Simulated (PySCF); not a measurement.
**Sb (antimony, neutral) across methods**

[Kr] 4d10 5s2 5p2 5d1, one real determinant (an excited configuration). All numbers are calculated (PySCF 2.14, a scalar-relativistic core potential, in aug-cc-pVDZ-PP with ECP28MDF (5s4p3d, 32 functions)).

```csv
method,E (hartree),mean ε 5s β (eV),mean ε 5p α (eV),mean ε 5d α (eV),Σ⟨r²⟩ (bohr²),⟨S²⟩
r2SCAN,-240.0141,-13.850,-7.168,0.721,67.57,3.752
PBE,-239.9275,-13.707,-6.783,0.665,67.65,3.751
BLYP,-239.8848,-13.802,-6.455,0.933,67.73,3.751
LDA,-239.5511,-14.139,-6.861,0.774,67.47,3.751
PBE0,-239.9345,-14.612,-7.890,0.252,67.60,3.751
M06-L,-240.0810,-13.638,-6.702,0.833,67.92,3.751
r2SCAN0,-239.9838,-14.753,-8.152,0.327,67.52,3.752
UHF,-238.97342,-16.118,-10.528,-0.537,68.53,3.754
M06,-239.9932,-15.157,-7.488,0.520,67.37,3.751
```

⟨L²⟩ = 8.00 against 12 for a pure F term, so this real determinant mixes terms. Energies and moments cover only the electrons outside the core potential. The outer electron is Rydberg-like, and this basis confines it to a smaller radius and binds it less than a complete one would.

The highest occupied level is positive at r2SCAN, PBE, BLYP, LDA, PBE0, M06-L, r2SCAN0, M06: only the finite basis holds that electron, which in a density functional comes from self-interaction.
